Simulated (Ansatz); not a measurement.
Geometry optimisation, UKS PBE/def2-SVP (Ansatz 0.2.0).

input.yaml

```yaml
crystal:
  periodic: [false, false, false]
  atoms:
    - { symbol: Ta, position_ang: [0.217263, -0.312705, 0.319424] }
    - { symbol: F, position_ang: [1.651878, -1.602226, 0.430427] }
    - { symbol: O, position_ang: [0.350838, -0.238768, 2.24593] }
    - { symbol: H, position_ang: [0.94895, -0.902378, 2.653072] }
    - { symbol: Cl, position_ang: [0.893444, -0.081234, -2.144835] }
    - { symbol: O, position_ang: [-0.632071, 1.388182, 0.273924] }
    - { symbol: H, position_ang: [-0.288922, 2.33067, 0.412367] }
    - { symbol: O, position_ang: [-1.22384, -1.477018, -0.099341] }
    - { symbol: H, position_ang: [-2.178943, -1.641572, 0.058104] }
    - { symbol: O, position_ang: [2.028046, 0.753707, -0.112066] }
    - { symbol: H, position_ang: [2.753556, 0.049043, -0.208007] }
magnetization:
  spin_polarized: true
  initial_magnetization: 1
basis:
  gaussian: { orbitals: def2-SVP }
hamiltonian:
  xc: pbe
relax:
  f_tol: 0.03
  max_steps: 50
```

Run as:

```bash
$ ansatz run input.yaml --threads 4 --pin off --max-ram 5120MiB --backend cpu --events-out ev --progress --plain --runs-dir out
```

**Question.** Where does it end, and by what steps?

**Answer.** The run converged. After 17 steps the energy has fallen by 0.258 eV; H9 moved furthest, 0.80 Å.

```csv
step,energy less start (eV),largest force component (eV/Å),accepted
0,0.0000,1.694,yes
1,-0.1090,0.645,yes
2,-0.1463,0.339,yes
3,-0.1634,0.284,yes
4,-0.1722,0.408,yes
5,-0.0927,0.985,no
6,-0.2121,0.447,yes
7,-0.2223,0.441,yes
8,-0.2317,0.685,yes
9,-0.2431,0.081,yes
10,-0.2492,0.172,yes
11,-0.2476,0.720,no
12,-0.2528,0.088,yes
13,-0.2544,0.140,yes
14,-0.2565,0.151,yes
15,-0.2576,0.116,yes
16,-0.2580,0.033,yes
17,-0.2582,0.006,yes
```

```xyz
11
Properties=species:S:1:pos:R:3
Ta 0.245 -0.276 0.516
F 1.584 -1.674 0.448
O 0.420 -0.291 2.426
H 0.873 -1.014 2.898
Cl 0.615 -0.190 -2.093
O -0.522 1.467 0.464
H -0.213 2.373 0.299
O -1.294 -1.342 0.186
H -1.731 -1.706 -0.601
O 1.904 0.779 -0.280
H 2.638 0.142 -0.433
```

Whether the end is a true minimum wasn't checked by a vibrational analysis.

Time of the run: 81 s on 4 threads of Arm Neoverse V2, with other jobs on the host, peak memory 0.3 GiB.
